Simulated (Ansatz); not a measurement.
Kohn–Sham single points on `C=C[Si](O)(Cl)OC`.

```yaml
crystal:
  periodic: [false, false, false]
  atoms:
    - {symbol: C, position_ang: [-1.789000, 1.306750, -0.858867]}
    - {symbol: C, position_ang: [-0.587894, 1.384284, -0.294378]}
    - {symbol: Si, position_ang: [0.090471, 0.165580, 0.906193]}
    - {symbol: O, position_ang: [0.611040, 0.971420, 2.216831]}
    - {symbol: Cl, position_ang: [-1.387709, -1.186981, 1.404613]}
    - {symbol: O, position_ang: [1.351677, -0.681933, 0.320949]}
    - {symbol: C, position_ang: [1.287504, -1.613842, -0.736776]}
    - {symbol: H, position_ang: [-2.481815, 0.507403, -0.614660]}
    - {symbol: H, position_ang: [-2.132478, 2.041155, -1.581637]}
    - {symbol: H, position_ang: [0.064076, 2.211295, -0.573122]}
    - {symbol: H, position_ang: [1.126058, 0.486372, 2.863990]}
    - {symbol: H, position_ang: [0.900059, -1.152391, -1.651042]}
    - {symbol: H, position_ang: [2.298222, -1.976076, -0.928284]}
    - {symbol: H, position_ang: [0.649776, -2.463036, -0.473820]}
basis:
  gaussian: {orbitals: def2-TZVPP}
hamiltonian: {xc: {name: wB97X-V}}
output: {orbitals: {seedname: orbitals}}
```

```sh
$ ansatz run in.yaml --threads 2 --pin off --events-out ev --progress --plain --max-ram 32768MiB --backend cuda --devices 0, --max-vram 18GiB
```

Output, abridged:

```
Functional definition: wB97X-V
1856 factors; their error is unknown
411 factors; integrals over basis functions are off by at most 8.6e-6 eV
mean field evaluation 1: about -27713.9233 eV, gradient 6.6e1 eV
mean field evaluation 2: about -27715.1728 eV, gradient 6.4e1 eV
mean field evaluation 4: about -27721.4915 eV, gradient 2.1e0 eV
mean field evaluation 8: about -27721.5134 eV, gradient 5.3e-2 eV
mean field evaluation 16: about -27721.5320 eV, gradient 1.4e-4 eV
mean field -27721.53199030 eV, -1018.7475103144 hartree, gradient 4.0e-5 eV, S^2 0.000000; 0 other end points of the search recorded, 0 dependent functions left out
reference -27721.53198801 eV, -1018.7475102302 hartree; 36, 36 occupied and 301, 301 virtual orbitals, 1856 factors
Total energy: -27721.53198801 eV, -1018.7475102302 hartree
```

Run time 8.5 s (2 threads of an AMD EPYC 7R13 on a shared host and a share of an NVIDIA H100 80 GB); peak host memory 0.93 GiB.

The same input with `hamiltonian: {xc: {name: wB97M-V}}` and forces (abridged; 11 s):

```
Functional definition: wB97M-V
mean field evaluation 16: about -27723.1274 eV, gradient 3.0e-4 eV
mean field -27723.12744931 eV, -1018.8061423515 hartree, gradient 7.7e-5 eV, S^2 0.000000
Total energy: -27723.12750471 eV, -1018.8061443874 hartree
Atom 0 force    -0.041678    -0.005988    -0.015385 eV/Å
Atom 1 force     0.037402     0.040944    -0.028788 eV/Å
Atom 2 force    -0.051783     0.022336    -0.101106 eV/Å
Atom 3 force     0.040664     0.022780     0.114049 eV/Å
Atom 4 force    -0.028247    -0.032247     0.001737 eV/Å
Atom 5 force     0.055848     0.120513     0.160009 eV/Å
Atom 6 force    -0.011741    -0.214120    -0.232902 eV/Å
Atom 7 force     0.055292     0.058440    -0.016433 eV/Å
Atom 8 force     0.033459    -0.057368     0.063452 eV/Å
Atom 9 force    -0.062128    -0.050344     0.006718 eV/Å
Atom 10 force    -0.013176     0.028883    -0.013355 eV/Å
Atom 11 force     0.028736    -0.031568     0.072714 eV/Å
Atom 12 force    -0.094589     0.027190     0.008050 eV/Å
Atom 13 force     0.051941     0.070549    -0.018759 eV/Å
Dipole moment:     0.142321    -0.067975    -0.257781 e Å
```
